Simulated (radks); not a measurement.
Q: Radial electron density D(r) = 4 pi r^2 rho(r) of an atom or ion with 49 electrons. All-electron calculation, Dirac Kohn-Sham, PW91, spin-unpolarised, spherical densities, finite nucleus; Fermi nuclear charge, rms radius of each element as measured or else 0.836 A^(1/3) + 0.57 fm. Program: a radial shooting solver on a logarithmic mesh with Libxc functionals.

```
   r/bohr * D(r) (the largest magnitude, 79.4, reaches the edge; | marks zero)
 0.001981 |  *
  0.00275 |     *
 0.003817 |        *
 0.005257 |              *
 0.007298 |                     *
  0.01013 |                              *
  0.01406 |                                       *
  0.01952 |                                           *
   0.0271 |                                         *
  0.03762 |                                     *
  0.05222 |                                        *
   0.0725 |                                                  *
  0.09984 |                                                      *
   0.1386 |                                           *
   0.1924 |                                      *
   0.2671 |                                            *
   0.3708 |                                *
   0.5147 |              *
   0.7145 |              *
   0.9918 |            *
    1.377 |     *
    1.896 | *
    2.632 |*
    3.654 *
    5.072 *
    7.041 *
    9.775 *
    13.57 *
    18.84 *
    26.15 *
```

What is the nuclear charge?

A: Z = 49. The innermost maximum, from 1s, lies near gamma/Z bohr with gamma = sqrt(1 - (Z/c)^2) = 0.934, here 0.0191 bohr (found: 0.0210), and its height grows with Z. The density is that of neutral indium in [Kr] 4d10 5s1 5p1 5d1; the configuration itself is not fixed sharply by these data, and Z only to a few units. D(r) has 4 maxima, at r = 0.0210, 0.0922, 0.271, 0.812 bohr, and minima at 0.0414, 0.178, 0.594 bohr, inside which lie 2.05, 11.18, 29.01 electrons.
